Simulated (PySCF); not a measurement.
A side-by-side comparison of computed properties.

First species: C7H6F2.
SMILES: `FC1=CC2(CC2)C(F)=C1`

Second species: 2,3-diazabutadiene, C2H4N2.
Atom-mapped SMILES: `[CH2:1]=[N:2][N:3]=[CH2:4]` (hydrogens: H5, H6 on C1; H7, H8 on C4)

Levels: CAM-B3LYP/def2-SVPD for dipole moment, HOMO energy, LUMO energy, HOMO–LUMO gap, static isotropic polarisability and electronic spatial extent ⟨r²⟩ about the centre of nuclear charge; TDDFT CAM-B3LYP/def2-SVPD for lowest singlet excitation; TDA CAM-B3LYP/def2-SVPD for lowest triplet excitation (Tamm–Dancoff); GFN2-xTB for rotational constant A and rotational constant C. Geometries: GFN2-xTB. All species are isolated and taken at one optimised geometry, non-relativistic unless stated; the electronic structure was computed with PySCF and density fitting.

Dipoles, sizes and rotational constants follow the conformer. The torsions of the flexible species, by atom-mapped SMILES:
- `[CH2:1]=[N:2][N:3]=[CH2:4]`: C1–N2–N3–C4 102°

Task: Which of the two has the higher rotational constant A, and by how much?

Result: The second: 47.981 GHz against 2.854 GHz, a difference of 45.127 GHz.

Task: Which of the two has the higher static isotropic polarisability, and by how much?

Result: The first: 77.3 au against 46.3 au, a difference of 31.0 au.

Task: Which has the higher rotational constant C?

Result: The second: 5.042 GHz against 0.992 GHz, a difference of 4.050 GHz.

Task: Which has the higher ⟨r²⟩?

Result: The first: 1116 bohr² against 278 bohr², a difference of 838 bohr².

Task: Which of the two has the higher T1 energy, and by how much?

Result: The second: 3.85 eV against 3.04 eV, a difference of 0.81 eV.

Task: Which of the two has the higher dipole moment, and by how much?

Result: The first: 2.19 D against 1.55 D, a difference of 0.64 D.

Task: Which has the higher HOMO energy?

Result: The first: -7.69 eV against -8.42 eV, a difference of 0.73 eV.

Task: Which of the two has the higher LUMO energy, and by how much?

Result: The second: 0.54 eV against 0.22 eV, a difference of 0.32 eV.

On the first: No computed singlet falls in the visible range (750 to 380 nm, 1.65 to 3.26 eV); S1 lies 1.60 eV above its blue end. S1 lies 3.05 eV below the HOMO–LUMO gap; its leading configuration is HOMO→LUMO, weight 0.98.

On the second: In wavenumbers S1 is 39500 cm⁻¹ (1 eV = 8065.54 cm⁻¹). The principal polarisabilities are 31.0, 33.8 and 74.1 au; their mean is the isotropic value.
